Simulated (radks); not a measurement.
Q: In XXIX, configuration [Ar] 3d3 (the NIST ground configuration). Method: Dirac Kohn-Sham, PBE, spin-unpolarised, spherical densities, finite nucleus; open shells fill j = l - 1/2 first; Fermi nuclear charge, rms radius 4.6156 fm; computed with a radial shooting solver on a logarithmic mesh with Libxc functionals. Some entries of the table are withheld. Estimate them.

orbital  occ.  eigenvalue (hartree)  <r^2> (bohr^2)
1s1/2       2             -1065.551        0.001195
2s1/2       2             -198.0587             (1)
2p1/2       2                   (2)             (3)
2p3/2       4                   (4)             (5)
3s1/2       2             -68.05240             (6)
3p1/2       2                   (7)          0.1124
3p3/2       4                   (8)          0.1185
3d3/2       3             -56.42719             (9)
3d5/2       0             -56.04478            (10)

A: 
(1) 2s1/2 <r^2> (bohr^2): 0.01914
(2) 2p1/2 eigenvalue (hartree): -188.0911
(3) 2p1/2 <r^2> (bohr^2): 0.01424
(4) 2p3/2 eigenvalue (hartree): -180.2604
(5) 2p3/2 <r^2> (bohr^2): 0.01550
(6) 3s1/2 <r^2> (bohr^2): 0.1200
(7) 3p1/2 eigenvalue (hartree): -64.25140
(8) 3p3/2 eigenvalue (hartree): -62.54258
(9) 3d3/2 <r^2> (bohr^2): 0.09372
(10) 3d5/2 <r^2> (bohr^2): 0.09535
